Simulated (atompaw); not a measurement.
## Reading a pseudo-wave (Fe (Z = 26))

Columns: radius, all-electron u(r) and pseudo u(r) of the 4s shell (level -12.33 eV) of iron in the configuration [Ar] 3d6 4s1 4p0; PBE, scalar-relativistic, PAW (atompaw) scheme, atompaw 4.2.0.5.

```csv
r (bohr),all-electron,pseudo
0.106,0.0893,0.0218
0.212,0.1699,0.0445
0.317,0.0031,0.0685
0.423,-0.1812,0.0950
0.529,-0.2859,0.1243
0.635,-0.3023,0.1567
0.740,-0.2528,0.1919
0.846,-0.1625,0.2307
0.952,-0.0526,0.2722
1.058,0.0623,0.3160
1.163,0.1723,0.3608
1.269,0.2743,0.4066
1.375,0.3645,0.4519
1.481,0.4420,0.4957
1.587,0.5067,0.5367
1.692,0.5587,0.5736
1.798,0.6000,0.6060
1.904,0.6310,0.6327
2.010,0.6528,0.6530
2.115,0.6664,0.6664
2.221,0.6731,0.6731
2.327,0.6736,0.6736
2.433,0.6689,0.6689
2.538,0.6598,0.6598
2.644,0.6470,0.6470
2.750,0.6310,0.6310
```

(1) How many radial nodes do the two functions have?

(2) At about which radius was the pseudo-wave matched?

(3) Is the pseudo-wave norm-conserving?

Answers

(1) The all-electron 4s function has n − l − 1 = 3 (the table is too coarse to show those close to the nucleus); the pseudo-wave has 0, since the states of the same l below it are removed with the core.

(2) 2.10 bohr, where the columns begin to agree (steps of 0.11 bohr).

(3) No, it belongs to a PAW set: the norm inside the radius is not constrained, and the difference is carried by the augmentation charge.
